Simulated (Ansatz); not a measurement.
Computed with Ansatz on PBE0-D4/def2-TZVP structures; ΔE is electronic, products minus reactants. CCSD(T)/CBS adds triple-zeta CCSD(T) − MP2 to the extrapolated MP2 energy (def2 sets, frozen cores). This one scheme is used for every species. DFT in def2-TZVPP. HSE06 is defined as in plane-wave codes. Each species was taken in one conformer, which may not be the lowest.

`[F][Al]([O][SiH3])[O][SiH3]` + `O[SiH3]` → `[SiH3][O][Al]([O][SiH3])[O][SiH3]` + H–F  (ligand exchange at the Al–F bond)

`[F][Al]([O][SiH3])[O][SiH3]`:

```xyz
12

F     1.111    2.544   -0.358
Al    0.459    1.055   -0.150
O    -1.049    0.921    0.537
Si   -2.523    0.824    1.215
O     1.324   -0.280   -0.631
Si    2.201   -1.562   -1.112
H    -3.058   -0.555    1.071
H    -3.451    1.775    0.548
H    -2.435    1.161    2.660
H     1.366   -2.791   -1.073
H     3.367   -1.741   -0.207
H     2.688   -1.351   -2.500
```

`O[SiH3]`:

Cartesian coordinates in Å:
```
O -0.872 0.882 -0.322
Si 0.360 -0.125 0.104
H -1.732 0.493 -0.485
H 0.064 -0.853 1.369
H 1.547 0.740 0.287
H 0.632 -1.138 -0.953
```

`[SiH3][O][Al]([O][SiH3])[O][SiH3]`:

```xyz
16

Si   -1.129   -0.604    3.002
O    -0.689   -0.180    1.498
Al    0.002   -0.001   -0.010
O    -0.568    1.168   -1.056
Si   -1.355    2.379   -1.797
O     1.264   -0.990   -0.473
Si    2.484   -1.774   -1.202
H    -1.197    0.605    3.865
H    -0.147   -1.556    3.587
H    -2.466   -1.253    2.971
H    -0.385    3.421   -2.224
H    -2.065    1.858   -2.995
H    -2.351    2.997   -0.881
H     3.665   -1.816   -0.301
H     2.868   -1.088   -2.465
H     2.068   -3.166   -1.520
```

H–F:

```xyz
2

F     0.305   -0.320   -0.128
H    -0.305    0.320    0.128
```

```tsv
level	ΔE (kcal/mol)
r2SCAN-D4	5.9
revPBE	7.7
r2SCAN	6.5
r2SCAN0	5.7
HSE06	6.2
HF/def2-SVP	5.0
SCS-MP2/def2-TZVPP	5.1
MP2/def2-QZVPP	4.9
```

Task: What does CCSD(T)/CBS give? (Best estimate.)

Result: Ansatz gave: +4.9 kcal/mol. The listed levels differ from it by 1.0, 2.8, 1.6, 0.8, 1.3, 0.1, 0.2, 0.0 kcal/mol.

Largest T1 diagnostic among the species: 0.012.

Leaving LDA and LC-ωPBE aside and taking each functional with its dispersion term where it has one, the values, not all of them listed here, spread over 2.0 kcal/mol, from BHLYP-D4 to B2PLYP. LDA lies −1.4 kcal/mol from PBE without D4. From PBE to PBE0 (25 % exact exchange), in def2-TZVPP and without D4, ΔE moves by −1.1 kcal/mol.

CCSD(T)/CBS has its own doubt, a few kJ/mol and more with outer-core shells, so smaller differences from it don't rank the levels.
